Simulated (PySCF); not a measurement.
Compound: C9H9N.
Numbering: `[CH2:1]=[C:2]=[C:3]([CH3:4])[c:5]1[cH:6][cH:7][n:8][cH:9][cH:10]1` (hydrogens: H11, H12 on C1; H13, H14, H15 on C4; H16 on C6; H17 on C7; H18 on C9; H19 on C10)

The same species was optimised twice, with GFN2-xTB and with PBE0-D3(BJ)/def2-SVP (PySCF), and the same property calculations (PySCF, gas phase) were run on both structures.

```csv
coordinate,GFN2-xTB,PBE0-D3(BJ)/def2-SVP,change
C3–C5 (Å),1.466,1.481,+0.015
C1=C2 (Å),1.292,1.306,+0.014
C9–C10 (Å),1.385,1.395,+0.010
C2=C3 (Å),1.310,1.320,+0.010
C7–N8 (Å),1.324,1.334,+0.010
C6–C7 (Å),1.381,1.389,+0.008
N8–C9 (Å),1.322,1.328,+0.006
C5–C10 (Å),1.396,1.400,+0.004
C5–C6 (Å),1.399,1.403,+0.004
C3–C4 (Å),1.506,1.506,0.000
C3–C5–C6 (°),120.9,122.1,+1.2
C3–C5–C10 (°),122.3,121.5,-0.8
C1–C2–C3 (°),179.3,179.8,+0.5
C7–N8–C9 (°),117.3,116.9,-0.4
C5–C10–C9 (°),118.9,119.3,+0.4
C6–C5–C10 (°),116.8,116.5,-0.3
C2–C3–C5 (°),121.0,120.7,-0.3
C6–C7–N8 (°),123.7,124.0,+0.3
C2–C3–C5–C6 (°),0,0,0
```

Rotational constants: A = 2757, B = 943.3, C = 709.3 MHz (GFN2-xTB) against A = 2726, B = 928.9, C = 699.3 MHz (PBE0-D3(BJ)/def2-SVP). Point groups within 0.08 Å: Cs and Cs. Atoms that the bonding makes alike are paired by their places after alignment.

On the GFN2-xTB structure: HOMO (eV) -6.96 [PBE0/pcSseg-1]; LUMO (eV) -1.32 [PBE0/pcSseg-1]; dipole (D) 2.99 [PBE0/pcSseg-1]; GIAO shielding of C1 (ppm) 104.7 [PBE0/pcSseg-1]; GIAO shielding of C2 (ppm) -36.8 [PBE0/pcSseg-1]; GIAO shielding of C3 (ppm) 82.2 [PBE0/pcSseg-1]; GIAO shielding of C4 (ppm) 168.4 [PBE0/pcSseg-1]; GIAO shielding of C5 (ppm) 38.7 [PBE0/pcSseg-1]; GIAO shielding of C6/C10 (mean) (ppm) 62.6 [PBE0/pcSseg-1]; GIAO shielding of C7/C9 (mean) (ppm) 31.0 [PBE0/pcSseg-1]; GIAO shielding of N8 (ppm) -87.7 [PBE0/pcSseg-1].

Problem. What do these properties become on the PBE0-D3(BJ)/def2-SVP structure?

Solution. 
```json
{"property": "HOMO (eV)", "level": "PBE0/pcSseg-1", "on GFN2-xTB": "-6.96", "on PBE0-D3(BJ)/def2-SVP": "-6.98", "change": "-0.02"}
{"property": "LUMO (eV)", "level": "PBE0/pcSseg-1", "on GFN2-xTB": "-1.32", "on PBE0-D3(BJ)/def2-SVP": "-1.36", "change": "-0.04"}
{"property": "dipole (D)", "level": "PBE0/pcSseg-1", "on GFN2-xTB": "2.99", "on PBE0-D3(BJ)/def2-SVP": "3.00", "change": "+0.01"}
{"property": "energy, GFN2-xTB geometry as zero (kcal/mol)", "level": "PBE0/pcSseg-1", "on GFN2-xTB": "0.0", "on PBE0-D3(BJ)/def2-SVP": "-0.5", "change": "-0.5"}
{"property": "GIAO shielding of C1 (ppm)", "level": "PBE0/pcSseg-1", "on GFN2-xTB": "104.7", "on PBE0-D3(BJ)/def2-SVP": "101.1", "change": "-3.6"}
{"property": "GIAO shielding of C2 (ppm)", "level": "PBE0/pcSseg-1", "on GFN2-xTB": "-36.8", "on PBE0-D3(BJ)/def2-SVP": "-40.9", "change": "-4.1"}
{"property": "GIAO shielding of C3 (ppm)", "level": "PBE0/pcSseg-1", "on GFN2-xTB": "82.2", "on PBE0-D3(BJ)/def2-SVP": "80.1", "change": "-2.1"}
{"property": "GIAO shielding of C4 (ppm)", "level": "PBE0/pcSseg-1", "on GFN2-xTB": "168.4", "on PBE0-D3(BJ)/def2-SVP": "166.7", "change": "-1.7"}
{"property": "GIAO shielding of C5 (ppm)", "level": "PBE0/pcSseg-1", "on GFN2-xTB": "38.7", "on PBE0-D3(BJ)/def2-SVP": "37.0", "change": "-1.7"}
{"property": "GIAO shielding of C6/C10 (mean) (ppm)", "level": "PBE0/pcSseg-1", "on GFN2-xTB": "62.6", "on PBE0-D3(BJ)/def2-SVP": "60.2", "change": "-2.4"}
{"property": "GIAO shielding of C7/C9 (mean) (ppm)", "level": "PBE0/pcSseg-1", "on GFN2-xTB": "31.0", "on PBE0-D3(BJ)/def2-SVP": "28.7", "change": "-2.3"}
{"property": "GIAO shielding of N8 (ppm)", "level": "PBE0/pcSseg-1", "on GFN2-xTB": "-87.7", "on PBE0-D3(BJ)/def2-SVP": "-91.2", "change": "-3.5"}
```

The heavy atoms differ by 0.020 Å rms after alignment. Among bonds between heavy atoms C1=C2 and C3–C5 change most and about equally (+0.014 to +0.015 Å). Changes are differences of the printed values. Neither structure is proved a minimum here.

The values belong to the conformer `[CH2:1]=[C:2]=[C:3]([CH3:4])[c:5]1[cH:6][cH:7][n:8][cH:9][cH:10]1`: C2–C3–C5–C6 0°.
